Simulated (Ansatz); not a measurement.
```yaml
crystal:
  periodic: [false, false, false]
  atoms:
    - {symbol: N, position_ang: [-1.356799, 0.003041, 0.326135]}
    - {symbol: Si, position_ang: [0.384202, 0.193291, -0.463755]}
    - {symbol: O, position_ang: [1.444095, -1.002765, 0.444735]}
    - {symbol: F, position_ang: [0.011193, -0.380787, -1.832832]}
    - {symbol: Br, position_ang: [1.121157, 2.233642, -0.569623]}
    - {symbol: H, position_ang: [-1.374439, 0.360001, 1.378321]}
    - {symbol: H, position_ang: [-2.028039, 0.356256, -0.110542]}
    - {symbol: H, position_ang: [1.162817, -1.694921, 0.514997]}
basis:
  gaussian: {orbitals: "6-31G*"}
hamiltonian: {xc: {name: RPBE}}
relax: {f_tol: 0.001, max_steps: 3}
output: {forces: true}
```

```sh
$ ansatz run in.yaml --threads 4 --pin off --events-out ev --progress --plain --max-ram 10444MiB
```

Shortened log:

```
Functional definition: RPBE
1135 factors; their error is unknown
mean field evaluation 1: about -84198.7849 eV, gradient 8.8e1 eV
mean field evaluation 2: about -84109.9890 eV, gradient 1.9e2 eV
mean field evaluation 4: about -84212.6131 eV, gradient 2.0e1 eV
mean field evaluation 8: about -84213.1651 eV, gradient 2.9e-1 eV
mean field evaluation 16: about -84213.1024 eV, gradient 1.6e-4 eV
mean field -84213.10239578 eV, -3094.7744313538 hartree, gradient 1.8e-5 eV, S^2 0.000000; 0 other end points of the search recorded, 0 dependent functions left out
reference -84213.10242822 eV, -3094.7744325462 hartree; 38, 38 occupied and 67, 67 virtual orbitals, 1135 factors
relax step   1: F+E_penalty+E_count = -84213.10239578 eV  Δ(F+E_penalty+E_count) = +0.000e0 eV  max|allowed force component| = 2.657e1 eV/Å  Δτ_max = 0.0000 Å  (30 SCF iters, accepted)
1135 factors; their error is unknown
mean field -84216.93161261 eV, -3094.9151524768 hartree, gradient 7.9e-6 eV, S^2 0.000000; 0 other end points of the search recorded, 0 dependent functions left out
reference -84216.93164579 eV, -3094.9151536964 hartree; 38, 38 occupied and 67, 67 virtual orbitals, 1135 factors
relax step   2: F+E_penalty+E_count = -84216.93161261 eV  Δ(F+E_penalty+E_count) = -3.829e0 eV  max|allowed force component| = 3.098e0 eV/Å  Δτ_max = 0.1958 Å  (36 SCF iters, accepted)
1135 factors; their error is unknown
mean field evaluation 32: about -84217.1631 eV, gradient 1.0e-3 eV
mean field -84217.16307204 eV, -3094.9236584542 hartree, gradient 7.0e-6 eV, S^2 0.000000; 0 other end points of the search recorded, 0 dependent functions left out
reference -84217.16310526 eV, -3094.9236596750 hartree; 38, 38 occupied and 67, 67 virtual orbitals, 1135 factors
relax step   3: F+E_penalty+E_count = -84217.16307204 eV  Δ(F+E_penalty+E_count) = -2.315e-1 eV  max|allowed force component| = 1.373e0 eV/Å  Δτ_max = 0.0604 Å  (31 SCF iters, accepted)
Error: geometry relaxation did not converge after 3 steps: max|allowed force component| = 1.37e0 eV/Å (threshold 1.0e-3). Raise `relax.max_steps` over both its present limit and 3, loosen `relax.f_tol`, or start from a geometry closer to equilibrium. Where this run's directory can be resumed (`checkpoint.write`), a resume goes on for up to `relax.max_steps` more
```

In this input the relaxation is allowed too few steps for its threshold. The calculation stopped without meeting its thresholds.
